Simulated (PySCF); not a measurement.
Bonding in triethylaluminum

Compound: triethylaluminum, C6H15Al.
Atom-mapped SMILES: `[CH3:1][CH2:2][Al:3]([CH2:4][CH3:5])[CH2:6][CH3:7]` (hydrogens: H8, H9, H10 on C1; H11, H12 on C2; H13, H14 on C4; H15, H16, H17 on C5; H18, H19 on C6; H20, H21, H22 on C7)

Cartesian coordinates in Å at the PBE0-D3(BJ)/def2-SVP level; atoms count from 1:
```xyz
22
C6H15Al angstrom
C      2.8087    0.5198    0.7236
C      1.9756   -0.2178   -0.3281
Al     0.0439   -0.3737    0.0506
C     -0.8914   -2.0681   -0.3284
C     -2.3958   -2.1174   -0.0650
C     -0.9137    1.1837    0.7969
C     -0.5912    2.5370    0.1567
H      2.8116   -0.0091    1.6912
H      3.8640    0.6357    0.4240
H      2.4197    1.5322    0.9209
H      2.0645    0.3089   -1.2997
H      2.3981   -1.2209   -0.5184
H     -0.6764   -2.3298   -1.3831
H     -0.3740   -2.8618    0.2459
H     -2.9409   -1.3676   -0.6616
H     -2.6339   -1.9079    0.9907
H     -2.8382   -3.0992   -0.3042
H     -0.6653    1.2222    1.8765
H     -2.0021    0.9961    0.7684
H     -1.1064    3.3754    0.6554
H      0.4877    2.7614    0.1880
H     -0.8885    2.5712   -0.9047
```

Bond orders from the PBE0/pcSseg-1 density (PySCF). Geometry: PBE0-D3(BJ)/def2-SVP, one conformer, isolated molecule.

Problem. Where do the orders between heavy atoms depart from those drawn in the SMILES?

Solution. The largest departure is 0.155, at Al3–C6 (drawn single, 0.845). Drawn single, order below 0.88: C2–Al3 (0.849), Al3–C4 (0.864) and Al3–C6 (0.845).

Problem. Give the Mayer order of every bond, beside its length.

Solution. 
```tsv
bond	drawn as	length (Å)	Mayer order
C1–C2	single	1.531	1.043
C2–Al3	single	1.975	0.849
Al3–C4	single	1.972	0.864
C4–C5	single	1.528	1.037
Al3–C6	single	1.975	0.845
C6–C7	single	1.531	1.044
C1–H8	single	1.103	0.968
C1–H9	single	1.103	0.970
C1–H10	single	1.102	0.962
C2–H11	single	1.109	0.943
C2–H12	single	1.105	0.946
C4–H13	single	1.108	0.940
C4–H14	single	1.108	0.940
C5–H15	single	1.102	0.969
C5–H16	single	1.102	0.969
C5–H17	single	1.103	0.968
C6–H18	single	1.109	0.943
C6–H19	single	1.105	0.948
C7–H20	single	1.103	0.970
C7–H21	single	1.102	0.962
C7–H22	single	1.103	0.968
```

Problem. Sum the orders of all bonds at each heavy atom with more than one neighbour and set the sums beside the valence in the SMILES.

Solution. C1 3.943 (drawn 4), C2 3.781 (drawn 4), Al3 2.558 (drawn 3), C4 3.781 (drawn 4), C5 3.943 (drawn 4), C6 3.780 (drawn 4), C7 3.944 (drawn 4). Orders between atoms that aren't bonded are not in these sums.

For a closed shell the Mayer order of atoms A and B is Σ (PS)μν (PS)νμ over the basis functions μ on A and ν on B, with P the density and S the overlap matrix.
